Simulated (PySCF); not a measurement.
arsine cation (AsH₃), SMILES [AsH3] (connectivity only; charge and spin as stated), charge +1, multiplicity 2.

The structure is a stationary point at PBE-D3(BJ)/def2-TZVPD. The spin state was assumed, not searched.

Method: PBE-D3(BJ)/def2-TZVPD run with PySCF.

Frequencies are harmonic and unscaled.

Modes within 1.5 cm⁻¹ of each other (mostly degenerate sets) share a row, with their intensities summed.

Computed vibrational spectrum:
| mode | ν (cm⁻¹) | IR (km/mol) | moving atoms (share of kinetic energy) |
|---|---|---|---|
| 1 | 667 | 3.6 | H 96 % |
| 2–3 | 888 | 8.5 | H 99 % |
| 4 | 2198 | 7.7 | H 100 % |
| 5–6 | 2271 | 60.4 | H 98 % |
